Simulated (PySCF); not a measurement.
Two-component Hartree-Fock for Tm⁴⁺ (thulium, charge +4)

Start: [Xe] 4f11; 4f5/2 filled at m_j = -5/2, -3/2, -1/2, +1/2, +3/2, +5/2; 4f7/2 filled at m_j = -1/2, +1/2, +3/2, +5/2, +7/2. Calculated with PySCF 2.14 in x2c-QZVPPall-2c: generalised Hartree-Fock with the X2C-1e Hamiltonian and a Gaussian nucleus; one run each with spin-orbit coupling (SO) switched off, then screened by Boettger's factors.

| spinor shell | electrons | ε, spin-free (eV) | ε, screened SO (eV) | weight of nominal j (screened SO) | rms radius, screened SO (bohr) |
| --- | --- | --- | --- | --- | --- |
| 1s1/2 | 2 | -59749.0 | -59734.8 | 1.000 | 0.0227 |
| 2s1/2 | 2 | -10258.8 | -10254.3 | 1.000 | 0.0918 |
| 2p1/2 | 2 | -9062.3 | -9757.7 | 1.000 | 0.0783 |
| 2p3/2 | 4 | -9062.3 | -8772.2 | 1.000 | 0.0852 |
| 3s1/2 | 2 | -2407.0 | -2405.5 | 1.000 | 0.235 |
| 3p1/2 | 2 | -2037.7 | -2187.2 | 1.000 | 0.227 |
| 3p3/2 | 4 | -2037.7 | -1974.3 | 1.000 | 0.241 |
| 3d3/2 | 4 | -1578.8 | -1606.4 | 0.999 | 0.214 |
| 3d5/2 | 6 | -1578.8 | -1559.0 | 1.000 | 0.218 |
| 4s1/2 | 2 | -547.62 | -547.15 | 1.000 | 0.528 |
| 4p1/2 | 2 | -423.34 | -458.67 | 0.998 | 0.540 |
| 4p3/2 | 4 | -423.34 | -408.17 | 0.999 | 0.571 |
| 4d3/2 | 4 | -254.72 | -262.79 | 0.959 | 0.607 |
| 4d5/2 | 6 | -254.72 | -248.97 | 0.973 | 0.618 |
| 5s1/2 | 2 | -113.75 | -113.67 | 1.000 | 1.27 |
| 5p1/2 | 2 | -79.713 | -85.047 | 0.995 | 1.39 |
| 5p3/2 | 4 | -79.713 | -77.441 | 0.997 | 1.49 |
| 4f5/2 | 6 | -70.977 | -72.108 | 0.730 | 0.772 |
| 4f7/2 | 5 | -70.977 | -69.426 | 0.727 | 0.785 |

| quantity | spin-free | screened SO |
| --- | --- | --- |
| E (hartree) | -13554.65291 | -13566.70770 |
| M_J | 15/2 | 15/2 |
| ⟨J²⟩ | 63.756 | 63.756 |
| ⟨L²⟩ | 42.004 | 42.496 |
| ⟨S²⟩ | 3.752 | 3.758 |

Each row is a mean over spinors that exchange with the open shell spreads, by up to 15.860 eV (4d5/2).

Rows whose weight is well below 1 are mixtures of j = l ± 1/2: exchange outweighs spin-orbit coupling there, and the label is only the starting occupation.

Breit and QED terms are absent; they matter most for the inner s and p1/2 levels.

Densities and radii are taken from the X2C orbitals without a picture-change correction, which distorts them close to the nucleus.

Without spin-orbit coupling the j labels of p, d and f shells carry no meaning; the spin-free column gives the mean over the occupied spinors of each nl shell.
